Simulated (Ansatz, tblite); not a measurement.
Isomers of Si₉⁺ (doublet), found by a short tight-binding search and relaxed with PBE-D4/def2-SVP in Ansatz.

The xTB rows come from tblite.

Other spin states were run for one of them alone.

For A, a quartet lies 0.17 eV below this doublet at PBE0-D4/def2-TZVP. The order below holds within this spin alone and isn't that of the ground states.

A:

Cartesian coordinates in Å:
```
Si -1.8165 0.1032 1.1436
Si 2.5425 -1.5593 1.7684
Si -1.7953 0.5454 -1.4022
Si 0.2536 1.1724 -0.1224
Si 1.9539 -0.5824 -0.3286
Si -0.5666 -1.4407 -0.5775
Si -1.6870 2.4724 0.2095
Si 0.6895 -0.0914 -2.3267
Si 0.4259 -0.6196 1.6359
```

B:

Cartesian coordinates in Å:
```
Si -1.976 -1.741 1.204
Si 1.520 1.761 0.305
Si -0.217 1.247 -1.215
Si -0.467 -1.340 -0.497
Si 1.811 -0.450 -0.646
Si -1.553 0.578 0.620
Si 3.532 0.578 0.537
Si -3.033 0.080 2.279
Si 0.382 -0.712 -2.587
```

**Question.** Estimate their order by electronic energy at PBE0-D4/def2-TZVP, counted from the lowest.

**Answer.** A (0.0) < B (103.1), in kJ/mol.

**Question.** Do the other levels pick the same lowest one?

**Answer.** Not GFN2-xTB. Energies above each level's lowest (kJ/mol):

```json
{"level": "GFN1-xTB", "A": "0.0", "B": "11.9"}
{"level": "GFN2-xTB", "A": "152.7", "B": "0.0"}
{"level": "PBE-D4/def2-TZVP", "A": "0.0", "B": "101.2"}
{"level": "r2SCAN-D4/def2-TZVP", "A": "0.0", "B": "91.0"}
{"level": "PBE0-D4/def2-TZVP", "A": "0.0", "B": "103.1"}
```
Point groups (tolerance 0.1 Å): A not assigned, B not assigned. Lower isomers may exist.
